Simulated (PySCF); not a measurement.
FH₃SiZn, SMILES [F][Zn][SiH3]. Coordinates come from a B3LYP-D3(BJ)/def2-TZVP optimisation.

The numbers are results of B3LYP-D3(BJ)/def2-TZVP (PySCF 2.14.0), not measurements.

Harmonic wavenumbers (cm⁻¹): 112, 112, 318, 481, 481, 641, 873, 952, 952, 2215, 2227, 2227. Rotational constants (GHz): 86.47, 2.227, 2.227; symmetry number 3.

### Question
Work out the zero-point energy and the ideal-gas rigid-rotor harmonic-oscillator thermochemistry at 298.15 K and 1 atm.

### Answer
ZPE = ½ Σ hcν = ½ × 11590 cm⁻¹ = 69.32 kJ/mol. H − E(el) = 86.03 kJ/mol. Entropy in J/(mol K): translation 167.98, rotation 91.83, vibration 41.73, total 301.53. G − E(el) = -3.87 kJ/mol. Cp = 77.06 J/(mol K). Modes under 150 cm⁻¹ make the vibrational entropy uncertain.
